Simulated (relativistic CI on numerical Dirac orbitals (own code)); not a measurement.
**Ru6+: L2,3 absorption edge**

Computed with this model: Dirac-Coulomb-Breit CI, orbitals from a KLI potential per configuration, model QED (radiative potential, 1s self-energy scaled to tabulated hydrogen-like ionisation energies), valence Slater integrals scaled by 0.9, multiplet model of core-to-valence dipole absorption; configurations [Kr] 4d2 → [He] 2s2 2p5 3s2 3p6 3d10 4s2 4p6 4d3; 300 K; Lorentzian 0.96 eV and Gaussian 0.5 eV FWHM. Energies are those of the free ion, without screening or charge transfer. The branching ratio is the share of the lower-energy edge in the whole absorption, uncertain by about 0.02 where the edges overlap. S is read from ⟨S²⟩ = S(S + 1).

free ion: ground-state S = 0.98, centroid 2880.93 eV, branching ratio 0.779. Peaks (eV, height): 2852.6 (100), 2979.1 (15), 2981.7 (17).

The statistical ratio of this edge is 2/3 = 0.667. Values above it arise where the holes sit mainly in the j = l + 1/2 valence subshell or the ground state has high spin; values below it where core-valence Coulomb terms move weight to the upper edge, as in nearly empty shells. At deep edges of heavy elements the radial integrals of the two core levels differ, which raises the baseline.

Strongest unbroadened transitions for free ion:

| Energy (eV) | Relative strength |
| --- | --- |
| 2850.05 | 15.4 |
| 2850.21 | 14.8 |
| 2850.35 | 9.1 |
| 2850.96 | 24.0 |
| 2852.28 | 21.5 |
| 2852.39 | 100.0 |
| 2852.47 | 31.4 |
| 2852.49 | 33.7 |
| 2852.78 | 87.8 |
| 2852.94 | 31.1 |
| 2853.03 | 65.8 |
| 2853.58 | 10.7 |
| 2853.72 | 15.7 |
| 2978.75 | 28.6 |
| 2979.32 | 21.1 |
| 2980.74 | 9.9 |
| 2981.69 | 13.3 |
| 2981.76 | 21.1 |
